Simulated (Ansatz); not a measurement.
Ligand exchange: SiH(CH3)F2 + C2H8SiTe → Si(CH3)(SiH3)F2 + C2H6Te

Species: SiH(CH3)F2, singlet; C2H8SiTe `CC[Te][SiH3]`, singlet; Si(CH3)(SiH3)F2, singlet; C2H6Te `CC[TeH]`, singlet. The partners trade H for SiH3: Si–H and Te–SiH3 bonds give way to Si–SiH3 and Te–H.

Shapes, held fixed at every level: PBE0-D4/def2-TZVP. Flexible molecules stand in one conformer, not always the lowest. Programs: Ansatz 0.2.0. The zero-point and thermal change to 298 K, harmonic and unscaled (PBE0-D4/def2-TZVP), is -4.7 kJ/mol.

(1) Estimate ΔH(298 K) of this reaction.

Results:

(1) The highest level, CCSD(T)/def2-TZVPP, gives ΔH(298 K) = +63.7 kJ/mol; the levels span +51.9 to +72.4. The column of differences is taken from that level and isn't an error. No measured value is set beside it here. For atoms past krypton def2 sets carry core potentials with scalar relativity. Outer-core shells of Te are correlated in most correlated rows, in sets that cover them unevenly. Times are processor times on shared x86 and Arm servers, and rough.

```tsv
level	kind	ΔH(298 K) (kJ/mol)	less CCSD(T)/def2-TZVPP	CPU time (sum over the molecules)
SPW92/def2-TZVPP	LDA	+51.9	-11.8	21 s
PBE-D4/def2-TZVPP	GGA	+54.2	-9.5	36 s
B3LYP-D4/def2-TZVPP	global hybrid	+60.3	-3.4	66 s
r2SCAN0-D4/def2-TZVPP	global hybrid	+65.7	+2.0	70 s
B2PLYP/def2-TZVPP	double hybrid	+65.7	+2.0	79 s
MP2/def2-SVP	perturbation theory	+72.4	+8.7	–
CCSD(T)/def2-SVP	coupled cluster or CI	+62.6	-1.1	80 s
CCSD(T)/def2-TZVPP	coupled cluster or CI	+63.7	0.0	41 min
```
